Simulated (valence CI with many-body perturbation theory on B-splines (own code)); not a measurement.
## E1 transitions of Hf LX

Method: relativistic CI+MBPT: three valence electrons over a frozen Dirac-Fock core [Ne], radial functions for each j: 11 s, 11 p, 10 d, 8 f, 5 g, 2 h, with the one-electron correlation potential Σ1, the two-electron term Σ2, the three-electron term Σ3, Breit, model QED; selected CI, second order for the rest, scaled by the run's own slope (own B-spline code, finite nucleus).

The last digits are not significant, and no measured levels were compared; by estimate large intervals hold to a few tenths of a per cent, small ones and those within an open d or f shell to about a per cent.

Lines 201 to 250 of 589 in falling wavelength, among levels below 225.38 Ry, chosen from the strongest by gf and those to the six lowest levels. Wavelengths and rates use the calculated energies. Electric multipoles are in the length gauge, E1 and E2 with the static RPA response of the core. Weak lines are less certain than strong ones. Lines between different terms over intervals too small for the method are left out, as are lines whose strength nearly cancels. The highest levels of a list are the least certain.

Levels are named by their leading jj configuration (3d3/2^4 stands for four electrons in 3d with j = 3/2), which in mixed levels can hold well under half, so a name can repeat and another be missing. Letters in brackets count levels of one name in rising energy.

| λ vac (Å) | Upper | Lower | A (s⁻¹) | S (a.u.) with core polarisation | S without |
| --- | --- | --- | --- | --- | --- |
| 41.53 | (3p3/2 3d3/2 3d5/2) J=3/2 [b] | (3p3/2^2 3d3/2) J=3/2 [a] | 1.86e+11 | 2.63e-02 | 2.66e-02 |
| 41.49 | (3p3/2 3d3/2 3d5/2) J=3/2 [c] | (3p3/2^2 3d3/2) J=1/2 | 1.82e+11 | 2.57e-02 | 2.60e-02 |
| 41.43 | (3s 3d3/2 3d5/2) J=9/2 | (3s 3p3/2 3d3/2) J=7/2 | 3.04e+11 | 1.07e-01 | 1.08e-01 |
| 41.40 | (3s 3p1/2 3d5/2) J=5/2 [b] | (3s 3p1/2 3p3/2) J=5/2 | 6.45e+10 | 1.36e-02 | 1.38e-02 |
| 41.36 | (3d5/2^3) J=9/2 | (3p3/2 3d5/2^2) J=11/2 | 3.46e+10 | 1.21e-02 | 1.22e-02 |
| 41.27 | (3d3/2 3d5/2^2) J=9/2 | (3p3/2 3d3/2 3d5/2) J=9/2 [a] | 1.42e+11 | 4.94e-02 | 5.00e-02 |
| 41.18 | (3p3/2 3d3/2 3d5/2) J=5/2 [d] | (3p3/2^2 3d3/2) J=7/2 | 5.79e+10 | 1.20e-02 | 1.21e-02 |
| 41.02 | (3s 3d5/2^2) J=5/2 | (3s 3p3/2 3d5/2) J=5/2 [a] | 3.63e+11 | 7.42e-02 | 7.52e-02 |
| 41.00 | (3d3/2 3d5/2^2) J=5/2 [b] | (3p3/2 3d3/2 3d5/2) J=5/2 [b] | 1.23e+11 | 2.52e-02 | 2.55e-02 |
| 40.74 | (3s 3p1/2 3d5/2) J=3/2 | (3s 3p1/2 3p3/2) J=5/2 | 1.97e+10 | 2.62e-03 | 2.66e-03 |
| 40.72 | (3s 3d5/2^2) J=3/2 | (3s 3p3/2 3d5/2) J=3/2 [a] | 1.95e+11 | 2.60e-02 | 2.63e-02 |
| 40.48 | (3d5/2^3) J=3/2 | (3p3/2 3d5/2^2) J=5/2 [a] | 2.30e+11 | 3.01e-02 | 3.05e-02 |
| 40.33 | (3s 3d3/2 3d5/2) J=7/2 [b] | (3s 3p3/2 3d3/2) J=7/2 | 5.88e+10 | 1.52e-02 | 1.54e-02 |
| 39.99 | (3s 3d5/2^2) J=7/2 | (3s 3p3/2 3d5/2) J=5/2 [a] | 4.47e+10 | 1.13e-02 | 1.15e-02 |
| 39.97 | (3s 3d3/2 3d5/2) J=5/2 [b] | (3s 3p3/2 3d3/2) J=5/2 [a] | 7.80e+10 | 1.48e-02 | 1.50e-02 |
| 39.91 | (3s 3d5/2^2) J=9/2 | (3s 3p3/2 3d5/2) J=9/2 | 1.64e+11 | 5.15e-02 | 5.22e-02 |
| 39.84 | (3s 3p3/2 3d5/2) J=7/2 [b] | (3s 3p3/2^2) J=5/2 | 2.30e+11 | 5.73e-02 | 5.81e-02 |
| 39.39 | (3p3/2 3d5/2^2) J=7/2 [b] | (3p3/2^2 3d5/2) J=7/2 | 2.23e+11 | 5.37e-02 | 5.44e-02 |
| 39.21 | (3d5/2^3) J=5/2 | (3p3/2 3d5/2^2) J=7/2 [a] | 9.11e+10 | 1.63e-02 | 1.65e-02 |
| 39.12 | (3s 3p1/2 3d5/2) J=5/2 [b] | (3s 3p1/2 3p3/2) J=3/2 [a] | 5.94e+09 | 1.05e-03 | 1.07e-03 |
| 38.79 | (3p3/2 3d5/2^2) J=3/2 [b] | (3p3/2^2 3d5/2) J=1/2 | 1.48e+11 | 1.71e-02 | 1.73e-02 |
| 38.53 | (3s 3p1/2 3d5/2) J=3/2 | (3s 3p1/2 3p3/2) J=3/2 [a] | 4.75e+10 | 5.36e-03 | 5.44e-03 |
| 28.43 | (3p3/2 3d3/2 3d5/2) J=9/2 [b] | (3s 3d5/2^2) J=9/2 | 9.73e+10 | 1.10e-02 | 1.12e-02 |
| 28.36 | (3p3/2^2 3d5/2) J=7/2 | (3s 3p3/2 3d5/2) J=5/2 [b] | 4.31e+11 | 3.88e-02 | 3.94e-02 |
| 27.68 | (3p3/2 3d3/2 3d5/2) J=7/2 [a] | (3s 3d3/2 3d5/2) J=7/2 [b] | 1.46e+11 | 1.22e-02 | 1.24e-02 |
| 27.56 | (3p3/2 3d5/2^2) J=5/2 [a] | (3s 3d5/2^2) J=3/2 | 4.41e+11 | 2.73e-02 | 2.77e-02 |
| 27.54 | (3s 3p1/2 3p3/2) J=3/2 [a] | (3s^2 3p1/2) J=1/2 | 8.83e+09 | 3.64e-04 | 3.70e-04 |
| 27.37 | (3p3/2^2 3d5/2) J=1/2 | (3s 3p3/2 3d5/2) J=3/2 [b] | 8.09e+11 | 1.64e-02 | 1.66e-02 |
| 27.18 | (3p3/2 3d5/2^2) J=5/2 [a] | (3s 3d5/2^2) J=7/2 | 3.82e+11 | 2.27e-02 | 2.31e-02 |
| 27.15 | (3s 3p3/2 3d5/2) J=5/2 [a] | (3s^2 3d5/2) J=5/2 | 3.26e+11 | 1.93e-02 | 1.96e-02 |
| 27.10 | (3p3/2 3d5/2^2) J=7/2 [a] | (3s 3d5/2^2) J=7/2 | 2.54e+11 | 2.00e-02 | 2.03e-02 |
| 27.10 | (3p3/2 3d3/2 3d5/2) J=3/2 [a] | (3s 3d3/2 3d5/2) J=3/2 [b] | 3.58e+11 | 1.41e-02 | 1.43e-02 |
| 27.07 | (3p3/2^2 3d3/2) J=1/2 | (3s 3p3/2 3d3/2) J=1/2 [b] | 1.08e+12 | 2.11e-02 | 2.14e-02 |
| 27.07 | (3p3/2^2 3d5/2) J=9/2 | (3s 3p3/2 3d5/2) J=7/2 [b] | 1.46e+12 | 1.43e-01 | 1.45e-01 |
| 27.02 | (3p3/2^2 3d5/2) J=7/2 | (3s 3p3/2 3d5/2) J=7/2 [b] | 3.13e+11 | 2.44e-02 | 2.47e-02 |
| 26.94 | (3p3/2 3d5/2^2) J=9/2 | (3s 3d5/2^2) J=7/2 | 4.01e+11 | 3.87e-02 | 3.93e-02 |
| 26.83 | (3s 3p3/2^2) J=5/2 | (3s^2 3p3/2) J=3/2 | 5.68e+11 | 3.25e-02 | 3.30e-02 |
| 26.81 | (3p3/2 3d3/2 3d5/2) J=5/2 [b] | (3s 3d3/2 3d5/2) J=5/2 [b] | 6.08e+11 | 3.47e-02 | 3.52e-02 |
| 26.77 | (3p1/2 3p3/2 3d5/2) J=3/2 [a] | (3s 3p1/2 3d5/2) J=3/2 | 6.42e+11 | 2.43e-02 | 2.47e-02 |
| 26.73 | (3p3/2 3d5/2^2) J=5/2 [a] | (3s 3d5/2^2) J=5/2 | 5.03e+11 | 2.84e-02 | 2.89e-02 |
| 26.67 | (3p1/2 3p3/2^2) J=3/2 | (3s 3p1/2 3p3/2) J=1/2 | 9.60e+11 | 3.60e-02 | 3.65e-02 |
| 26.66 | (3p3/2^2 3d3/2) J=7/2 | (3s 3p3/2 3d3/2) J=5/2 [b] | 2.09e+12 | 1.56e-01 | 1.59e-01 |
| 26.65 | (3p3/2 3d3/2 3d5/2) J=11/2 | (3s 3d3/2 3d5/2) J=9/2 | 1.67e+12 | 1.87e-01 | 1.90e-01 |
| 26.65 | (3p3/2 3d5/2^2) J=7/2 [a] | (3s 3d5/2^2) J=5/2 | 9.40e+11 | 7.02e-02 | 7.13e-02 |
| 26.64 | (3s 3p3/2 3d5/2) J=7/2 [a] | (3s^2 3d5/2) J=5/2 | 1.15e+11 | 8.55e-03 | 8.68e-03 |
| 26.57 | (3p3/2^2 3d3/2) J=3/2 [a] | (3s 3p3/2 3d3/2) J=3/2 [b] | 6.96e+11 | 2.58e-02 | 2.62e-02 |
| 26.57 | (3p3/2 3d5/2^2) J=11/2 | (3s 3d5/2^2) J=9/2 | 1.17e+12 | 1.30e-01 | 1.32e-01 |
| 26.56 | (3p3/2 3d3/2 3d5/2) J=7/2 [b] | (3s 3d3/2 3d5/2) J=7/2 [b] | 6.69e+11 | 4.95e-02 | 5.02e-02 |
| 26.56 | (3p3/2 3d3/2 3d5/2) J=9/2 [a] | (3s 3d3/2 3d5/2) J=7/2 [a] | 1.04e+12 | 9.65e-02 | 9.79e-02 |
| 26.54 | (3p3/2 3d3/2 3d5/2) J=7/2 [b] | (3s 3d3/2 3d5/2) J=5/2 [b] | 7.57e+11 | 5.59e-02 | 5.68e-02 |
